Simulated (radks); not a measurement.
Problem. The lanthanum ion La49+, configuration [He] 2s2 2p4. Calculated with a radial shooting solver on a logarithmic mesh with Libxc functionals: non-relativistic Kohn-Sham, LB94 model potential, spin-polarised, spherical densities, point nucleus; open shells are filled with parallel spins first (spin-orbit coupling, left out, can overturn this in heavy ions); relativity is left out, which matters for an element this heavy. Some entries of the table are withheld. Estimate them.

orbital,occ.,eigenvalue (eV),<1/r> (bohr^-1),<r> (bohr)
1s down,1,-41063.30,56.57,(1)
1s up,1,-41056.63,56.56,(2)
2s up,1,-9320.598,13.47,0.1106
2s down,1,-9282.456,13.44,0.1108
2p up,3,-9101.049,13.45,0.09350
2p down,1,-9062.876,13.45,0.09357

Solution. 
(1) 1s down <r> (bohr): 0.02657
(2) 1s up <r> (bohr): 0.02658
